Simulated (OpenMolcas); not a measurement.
Multiconfigurational calculation on Ne5+

Input:

```
&GATEWAY
Coord
1

Ne 0.0 0.0 0.0
Basis=ANO-RCC-VTZP
Group=XYZ
NoMove
AngMom=0.0 0.0 0.0
AMFI
&SEWARD
&RASSCF
FileOrb=start.orb
Symmetry=2
Spin=4
nActEl=3 0 0
Inactive=1 0
Ras2=1 3
CIRoot=1 1 1
SDav=1
CIMx=300
Iter=120 100
PrWF=0.3
OrbListing=Nothing
MaxOrb=0
Atom
>>> COPY $Project.JobIph JOB001
&RASSCF
FileOrb=start.orb
Symmetry=2
Spin=2
nActEl=3 0 0
Inactive=1 0
Ras2=1 3
CIRoot=8 8 1
SDav=11
CIMx=300
Iter=120 100
PrWF=0.3
OrbListing=Nothing
MaxOrb=0
Atom
>>> COPY $Project.JobIph JOB002
&RASSCF
FileOrb=start.orb
Symmetry=1
Spin=4
nActEl=3 0 0
Inactive=1 0
Ras2=1 3
CIRoot=3 3 1
SDav=3
CIMx=300
Iter=120 100
PrWF=0.3
OrbListing=Nothing
MaxOrb=0
Atom
>>> COPY $Project.JobIph JOB003
&RASSCF
FileOrb=start.orb
Symmetry=1
Spin=2
nActEl=3 0 0
Inactive=1 0
Ras2=1 3
CIRoot=9 9 1
SDav=9
CIMx=300
Iter=120 100
PrWF=0.3
OrbListing=Nothing
MaxOrb=0
Atom
>>> COPY $Project.JobIph JOB004
&RASSI
NrOfJobIphs=4 1 3 3 9
1
1 2 3
1 2 3
1 2 3 4 5 6 7 8 9
IphNames
JOB001
JOB002
JOB003
JOB004
EJob
SpinOrbit
DIPRint=1.0
SOCoupling=1000.0
Subsets=2
MEES
Property=10
'ANGMOM' 1 'ANGMOM' 2 'ANGMOM' 3 'MLTPL  1' 1 'MLTPL  1' 2 'MLTPL  1' 3
'AMFI' 1 'AMFI' 2 'AMFI' 3 'MLTPL  2' 6
SOProperty=3
'ANGMOM' 1 'ANGMOM' 2 'ANGMOM' 3
```

A driver script runs the steps one by one and writes start.orb anew before each from the orbitals found so far.

Output, cut to the results:

```
--- SEWARD ---
Basis set label: NE.ANO-RCC...4S3P2D1F.

      Electronic valence basis set:
      ------------------
      Associated Effective Charge  10.000000 au
      Associated Actual Charge     10.000000 au
      Nuclear Model: Point charge

      Shell  nPrim  nBasis  Cartesian Spherical Contaminant
         s      14       4        X
         p       9       3        X
         d       4       2                 X
         f       3       1                 X
                  Relativistic Douglas-Kroll-Hess integrals:
                    - DKH order of Hamiltonian: 2
                    - DKH order of Properties : 0
                  Atomic mean-field integrals
--- RASSCF ---
Wave function specifications:
      -----------------------------

      Number of closed shell electrons           2
      Number of electrons in active shells       3
      Max number of holes in RAS1 space          0
      Max nr of electrons in RAS3 space          0
      Number of inactive orbitals                1
      Number of active orbitals                  4
      Number of secondary orbitals              25
      Spin quantum number                      1.5
      State symmetry                             2
Orbital specifications:
      -----------------------

      Symmetry species                           1   2
                                                ag  au
      Frozen orbitals                            0   0
      Inactive orbitals                          1   0
      Active orbitals                            1   3
      RAS1 orbitals                              0   0
      RAS2 orbitals                              1   3
      RAS3 orbitals                              0   0
      Secondary orbitals                        12  13
      Deleted orbitals                           0   0
      Number of basis functions                 14  16
      Number of CSFs                             1
      Number of root(s) required                 1
      Iter CI   SX   CI       RASSCF       Energy    max ROT     max BLB   max BLB  Level Ln srch  Step   QN
          iter iter root      energy       change     param      element    value   shift minimum  type update
 Nr of preliminary CI iterations:   1
 ###############################################################################
 ###############################################################################
 ###                                                                         ###
 ###                                                                         ###
 ###    WARNING: Problems in orbital optimization.                           ###
 ###                                                                         ###
 ###                                                                         ###
 ###############################################################################
 ###############################################################################
  Warning: In symmetry  1, orbital p=   2 has diagonal density matrix element D(p,p) close to zero. D(p,p)=  0.000000E+00
        1   1    2    1  -114.66057378    0.00E+00  -1.43E-08    1   4 1  9.39E-08   0.50   0.00    SX    NO
        ...
 ###############################################################################
 ###############################################################################
  Warning: In symmetry  1, orbital p=   2 has diagonal density matrix element D(p,p) close to zero. D(p,p)=  0.000000E+00
        4   1    1    1  -114.66057378   -1.28E-13   0.00E+00    3   9 2 -6.47E-09   0.50   0.00    SX    NO
      Convergence after  4 iterations
        5   1    1    1  -114.66057378    7.11E-14   0.00E+00    2   8 2 -6.47E-09   0.50   0.00    SX    NO
      Natural orbitals and occupation numbers for root  1
      sym 1:   0.000000
      sym 2:   1.000000   1.000000   1.000000
::    RASSCF root number  1 Total energy:   -114.66057378
--- RASSCF ---
Wave function specifications:
      -----------------------------

      Number of closed shell electrons           2
      Number of electrons in active shells       3
      Max number of holes in RAS1 space          0
      Max nr of electrons in RAS3 space          0
      Number of inactive orbitals                1
      Number of active orbitals                  4
      Number of secondary orbitals              25
      Spin quantum number                      0.5
      State symmetry                             2
...
--- RASSI ---
SPIN-FREE ENERGIES:
  (Shifted by EMIN (a.u.) =       -116.1139786586)

 SF State       Relative EMIN(au)   Rel lowest level(eV)    D:o, cm**(-1)      L_eff

     2             0.0000000000        0.0000000000              0.0000         1.0
     3             0.0000000000        0.0000000000              0.0000         1.0
     4             0.0000000000        0.0000000000              0.0000         1.0
     5             0.4309759874       11.7274540553          94588.2960         1.0
     6             0.4309759874       11.7274540553          94588.2960         1.0
     7             0.4309759874       11.7274540553          94588.2960         1.0
     8             0.8391987645       22.8357617185         184182.8395         2.0
     9             0.8391987645       22.8357617185         184182.8395         2.0
    10             0.8391987645       22.8357617185         184182.8395         2.0
    11             0.8391987645       22.8357617185         184182.8395         2.0
    12             0.8391987645       22.8357617185         184182.8395         2.0
    13             1.0690982378       29.0916450841         234639.9416         0.0
    14             1.1873201906       32.3086283031         260586.6611         1.0
    15             1.1873201906       32.3086283031         260586.6611         1.0
    16             1.1873201906       32.3086283031         260586.6611         1.0
     1             1.4534048779       39.5491615053         318985.4998         0.0
     Dipole printing threshold changed to   1.00000000E+00

++ Dipole transition strengths (spin-free states):
   -----------------------------------------------
     for osc. strength at least  1.00000000E+00

  ( Max oscillator strength is only   0.13352887983269501      )
--
Eigenvalues of complex Hamiltonian:
   -----------------------------------
  (Shifted by EMIN (a.u.) =       -116.1139786586)

...
```

Levels above the lowest, from the spin-orbit matrix, grouped by J:

| Configuration | Term | J | E (eV) | Measured (eV) | Term weight % |
| --- | --- | --- | --- | --- | --- |
| 2s2 2p | 2P* | 1/2 | 0.0000 | 0.0000 | 100 |
| 2s2 2p | 2P* | 3/2 | 0.1538 | 0.1624 | 100 |
| 2s 2p2 | 4P | 1/2 | 11.7382 |  | 100 |
| 2s 2p2 | 4P | 3/2 | 11.7935 |  | 100 |
| 2s 2p2 | 4P | 5/2 | 11.8840 |  | 100 |
| 2s 2p2 | 2D | 3/2 | 22.9379 | 22.1958 | 100 |
| 2s 2p2 | 2D | 5/2 | 22.9389 | 22.1922 | 100 |
| 2s 2p2 | 2S | 1/2 | 29.1927 | 28.6221 | 100 |
| 2s 2p2 | 2P | 1/2 | 32.3419 | 30.9083 | 100 |
| 2s 2p2 | 2P | 3/2 | 32.4477 | 31.0099 | 100 |

Against the 6 measured excited levels shown (NIST levels in Podobedova, Fuhr, Reader and Wiese, J. Phys. Chem. Ref. Data 33, 525 (2004)) the mean absolute deviation is 6600 cm-1; the largest miss in energy is 2s 2p2 2P 3/2: computed 32.4477, measured 31.0099 eV (+4.6 %).

Computed and measured levels are paired by configuration, term and J; levels that our copy of the source lacks, or whose pairing is in doubt (as where it misses far off the trend of its configuration), stay unpaired and out of the deviations. Levels of configurations outside the active space are missing. The first state left out of the spin-orbit step lies near 330000 cm-1 above the lowest spin-free state of the reference (among the parities and spins computed), and the list stops at four fifths of that energy or lower.

The term weight is that of the spin-free term in the level, not the purity of its configuration. * marks odd parity.
